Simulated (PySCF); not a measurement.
**Fractional electron number in Pd²⁺ (palladium, charge +2)**

The 4d beta orbital of [Kr] 4d8 is emptied in steps (occupation f), with all orbitals relaxed, ending at [Kr] 4d7. All numbers are calculated (PySCF 2.14, a scalar-relativistic core potential, in def2-SVP with the def2 core potential (28 electrons) (5s3p2d1f, 31 functions)). The exact energy is a straight line in f; departures are measured from the line between the end points of the same method.

```csv
f,UHF (eV),LDA (eV),PBE (eV)
1,0.000,0.000,0.000
0.9,0.120,-0.642,-0.631
0.7,0.271,-1.509,-1.481
0.5,0.311,-1.809,-1.773
0.3,0.253,-1.530,-1.497
0.1,0.105,-0.660,-0.644
0,0.000,0.000,0.000
```

| method | E(f=0) − E(f=1) (eV) | −ε at f=1 (eV) | −ε at f=0.5 (eV) |
| --- | --- | --- | --- |
| UHF | 32.171 | 33.530 | 32.119 |
| LDA | 33.978 | 26.879 | 33.915 |
| PBE | 33.854 | 26.872 | 33.806 |

Orbital energy along the path (eV):

```tsv
f	UHF	LDA	PBE
1	-33.530	-26.879	-26.872
0.9	-33.218	-28.250	-28.229
0.7	-32.640	-31.048	-30.989
0.5	-32.119	-33.915	-33.806
0.3	-31.648	-36.843	-36.669
0.1	-31.221	-39.822	-39.568
0	-31.023	-41.326	-41.026
```

Reference removal energy between the ground levels: 32.93 eV (semi-empirical (NIST evaluation); NIST Atomic Spectra Database, ionization energies). The calculation has no spin-orbit coupling. The determinant left behind need not be the lowest term of the ion. UHF lacks correlation.
